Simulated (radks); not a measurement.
P4+, 11 electrons, occupied as [Ne] 3s1.

Calculated with a radial shooting solver on a logarithmic mesh with Libxc functionals: non-relativistic Kohn-Sham, SOGGA, spin-polarised, spherical densities, point nucleus; open shells are filled with parallel spins first.

Energy parts (hartree):
| part | energy |
|---|---|
| total | -336.34598 |
| kinetic | 335.97235 |
| electron-nucleus | -778.73544 |
| Hartree | 127.31394 |
| exchange-correlation | -20.89684 |

Orbitals (lengths in bohr, moments of r in powers of bohr):
orbital  occ.  eigenvalue (hartree)      <r^4>
1s up       1             -78.35447  0.0005478
1s down     1             -78.34543  0.0005478
2s up       1              -8.40235     0.1885
2s down     1              -8.38808     0.1865
2p up       3              -6.63345     0.1835
2p down     3              -6.61930     0.1802
3s up       1              -2.17579      12.84

The highest occupied level is 3s up at -59.206 eV. For comparison, the ionisation energy in NIST's Atomic Spectra Database is 65.025 eV (measured). In exact Kohn-Sham theory the highest level is minus the ionisation energy, but local and semilocal functionals leave it too shallow, through self-interaction and a potential that decays too fast; potentials with the right tail come closer. Summed over all electrons, <r^2> = 5.322 bohr^2, which gives a Langevin (diamagnetic) susceptibility term of -4.22 x 10^-6 cm^3/mol. The density falls to 0.001 e/bohr^3 at r = 2.75 bohr. Spin moment in Bohr magnetons: 1.
